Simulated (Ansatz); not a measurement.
C₂H₆BFO (SMILES COB(C)F), singlet, at a GFN2-xTB geometry; Ansatz (a program for electronic structure) with MP2/def2-TZVP.

Input for Ansatz:
Ansatz 0.2 input:
```yaml
crystal:
  periodic: [false, false, false]
  atoms:
    - {symbol: B, position_ang: [-0.02726911, 0.00952520, 0.51280596]}
    - {symbol: F, position_ang: [-0.42472207, -0.56170126, 1.65631313]}
    - {symbol: C, position_ang: [0.75389314, 1.39538477, 0.57643490]}
    - {symbol: H, position_ang: [1.73902482, 1.32154115, 0.12048735]}
    - {symbol: H, position_ang: [0.88773193, 1.71693558, 1.60441521]}
    - {symbol: H, position_ang: [0.21571706, 2.18165229, 0.05086812]}
    - {symbol: O, position_ang: [-0.35905890, -0.69644921, -0.56651743]}
    - {symbol: C, position_ang: [-0.08104491, -0.35917147, -1.90116308]}
    - {symbol: H, position_ang: [0.55461067, -1.13689844, -2.33002145]}
    - {symbol: H, position_ang: [-1.02384698, -0.32798179, -2.45118360]}
    - {symbol: H, position_ang: [0.42098833, 0.60675044, -1.98490499]}
basis:
  gaussian:
    orbitals: def2-TZVP
magnetization: {spin_polarized: false}
correlation: {method: mp2}
```

Output, abridged:

```
Functional definition: HF
1306 factors; integrals over basis functions are off by at most 1.2e-3 eV
mean field evaluation 1: about -7573.3337 eV, gradient 4.1e1 eV
mean field evaluation 2: about -7573.5188 eV, gradient 4.2e1 eV
mean field evaluation 4: about -7577.0098 eV, gradient 4.1e0 eV
mean field evaluation 8: about -7577.0622 eV, gradient 2.6e-1 eV
mean field -7577.06243944 eV, -278.4519087321 hartree, gradient 2.2e-6 eV, S^2 0.000000; 0 other end points of the search recorded, 0 dependent functions left out
5 core orbitals not correlated
reference -7577.06243944 eV, -278.4519087321 hartree; 15, 15 occupied and 171, 171 virtual orbitals, 1306 factors
second order -24.86653272 eV of doubles, -0.00000000 eV of singles
Total energy: -7601.92897217 eV, -279.3657369546 hartree
```
